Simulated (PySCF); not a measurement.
## Magnetic susceptibility: `CN[Si@H](F)[SiH]([SiH3])[SiH3]`, CH$_{12}$FNSi$_{4}$

Molfile (atoms numbered from 1):
```
CH12FNSi4
     RDKit          3D

 19 18  0  0  0  0  0  0  0  0999 V2000
    3.1210   -0.1657    0.5261 C   0  0  0  0  0  0  0  0  0  0  0  0
    1.7388   -0.4286    0.1983 N   0  0  0  0  0  0  0  0  0  0  0  0
    0.9373    0.2586   -1.1556 Si  0  0  2  0  0  4  0  0  0  0  0  0
    1.3558    1.8226   -1.0655 F   0  0  0  0  0  0  0  0  0  0  0  0
   -1.3185    0.0731   -0.7110 Si  0  0  0  0  0  4  0  0  0  0  0  0
   -2.2280    1.9728    0.2912 Si  0  0  0  0  0  4  0  0  0  0  0  0
   -1.8451   -1.9066    0.3970 Si  0  0  0  0  0  4  0  0  0  0  0  0
    3.8125   -0.8383    0.0070 H   0  0  0  0  0  0  0  0  0  0  0  0
    3.3538    0.8561    0.2381 H   0  0  0  0  0  0  0  0  0  0  0  0
    3.2775   -0.2702    1.6014 H   0  0  0  0  0  0  0  0  0  0  0  0
    1.4476   -1.3404    0.5145 H   0  0  0  0  0  0  0  0  0  0  0  0
    1.5347   -0.0618   -2.4581 H   0  0  0  0  0  0  0  0  0  0  0  0
   -1.9400   -0.0397   -2.0561 H   0  0  0  0  0  0  0  0  0  0  0  0
   -1.6231    3.2262   -0.1621 H   0  0  0  0  0  0  0  0  0  0  0  0
   -2.0660    1.9259    1.7486 H   0  0  0  0  0  0  0  0  0  0  0  0
   -3.6695    2.0987    0.0458 H   0  0  0  0  0  0  0  0  0  0  0  0
   -1.1421   -3.0819   -0.1356 H   0  0  0  0  0  0  0  0  0  0  0  0
   -1.4865   -1.8521    1.8184 H   0  0  0  0  0  0  0  0  0  0  0  0
   -3.2699   -2.2392    0.3501 H   0  0  0  0  0  0  0  0  0  0  0  0
  1  2  1  0
  2  3  1  0
  3  4  1  0
  3  5  1  0
  5  6  1  0
  5  7  1  0
  1  8  1  0
  1  9  1  0
  1 10  1  0
  2 11  1  0
  3 12  1  6
  5 13  1  0
  6 14  1  0
  6 15  1  0
  6 16  1  0
  7 17  1  0
  7 18  1  0
  7 19  1  0
M  END
```

Level of theory: GIAO HF/pcSseg-1 magnetisability, rotational g tensor and spin-rotation constants, non-relativistic, gas phase (PySCF 2.14.0). Geometry: GFN2-xTB.

(1) What are the magnetisability and the molar susceptibility?

(2) Split it along the inertial axes a, b, c into diamagnetic and paramagnetic parts about the centre of mass, with the quadrupole moment.

(3) And the rotational g tensor?

Results:

(1) Isotropic -1758 × 10⁻³⁰ J/T², or -105.9 × 10⁻⁶ cm³/mol; principal values -1851, -1727, -1697 × 10⁻³⁰ J/T², anisotropy 141 × 10⁻³⁰ J/T² (root of half the summed squared differences of the principal values). The susceptibility is in cgs units.

(2) 
```csv
axis,χ (10⁻⁶ cm³/mol),diamagnetic (10⁻⁶ cm³/mol),paramagnetic (10⁻⁶ cm³/mol),summed x² of all electrons (Å²),quadrupole Θ (D Å)
a,-110.2,-1112.5,1002.2,343.1,+1.89
b,-103.0,-1735.6,1632.6,196.2,-2.27
c,-104.5,-2288.2,2183.8,66.0,+0.37
```
Anisotropies 2χaa − χbb − χcc = -13.0 and 2χbb − χaa − χcc = +8.8 × 10⁻⁶ cm³/mol. Θ is traceless in Buckingham's convention.

(3) 
```tsv
axis	rotational constant (GHz)	g	nuclear part	electronic part
a	1.2750	-0.0189	0.5814	-0.6003
b	0.7683	-0.0131	0.5762	-0.5893
c	0.5625	-0.0096	0.5675	-0.5771
```
Asymmetric top; isotopes 12C, 19F, 1H, 14N, 28Si; no vibrational averaging.
